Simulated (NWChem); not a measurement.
BeHCl; SMILES [BeH][Cl]

Results from NWChem. Coordinates come from a PBE-D3(BJ)/def2-SVP optimisation. Total energies compare along this basis series because the functional is fixed.

```csv
level,basis functions,energy (Ha),highest occupied level (eV),orbital gap (eV),dipole (D)
PBE/def2-SVP,32,-475.2081,-8.13,6.82,0.26
PBE/def2-SVPD,47,-475.2171,-8.26,6.73,0.41
PBE/def2-TZVP,62,-475.3866,-8.21,6.86,0.31
PBE/def2-TZVPP,75,-475.3869,-8.20,6.85,0.30
PBE/def2-QZVP,136,-475.4072,-8.22,6.82,0.40
```
